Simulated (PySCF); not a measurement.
**Polarisability and C₆ of Te(2+) (tellurium, charge +2)**

[Kr] 4d10 5s2 5p2, high-spin 3P determinant. Calculation: PySCF 2.14, in aug-cc-pVTZ-PP with ECP28MDF (6s5p4d2f, 55 functions); a scalar-relativistic core potential. Coupled (time-dependent) response in atomic units; α is the mean over directions.

```json
{"method": "UHF", "mean α (bohr³)": "15.49", "α xx, yy, zz": "15.51, 15.48, 15.48", "C₆ (like pair)": "99.77", "S(−4)": "57.99"}
{"method": "PBE", "mean α (bohr³)": "14.85", "α xx, yy, zz": "14.51, 15.02, 15.02", "C₆ (like pair)": "94.47", "S(−4)": "52.20"}
{"method": "PBE0", "mean α (bohr³)": "14.90", "α xx, yy, zz": "14.69, 15.01, 15.01", "C₆ (like pair)": "94.95", "S(−4)": "52.30"}
{"method": "r2SCAN0", "mean α (bohr³)": "14.95", "α xx, yy, zz": "14.78, 15.03, 15.03", "C₆ (like pair)": "97.43", "S(−4)": "50.43"}
{"method": "B97-3", "mean α (bohr³)": "14.86", "α xx, yy, zz": "14.65, 14.97, 14.97", "C₆ (like pair)": "94.60", "S(−4)": "51.88"}
```

S(−4) is the Cauchy moment in α(ω) = α(0) + S(−4) ω² + …

Spin-orbit coupling is absent.

α(iu) at r2SCAN0:

```tsv
u (hartree)	α(iu) (bohr³)
0	14.95
0.0500	14.82
0.100	14.46
0.200	13.19
0.300	11.54
0.500	8.357
0.750	5.589
1.00	3.935
1.50	2.268
2.00	1.498
3.00	0.8092
5.00	0.3476
```

For an ion, C₆ is the dispersion term alone; charge-induced terms of lower order in 1/R come first.

The components differ because the open shell of this determinant is not spherical; for a pure term their mean is the scalar polarisability.

Energies and moments cover only the electrons outside the core potential.
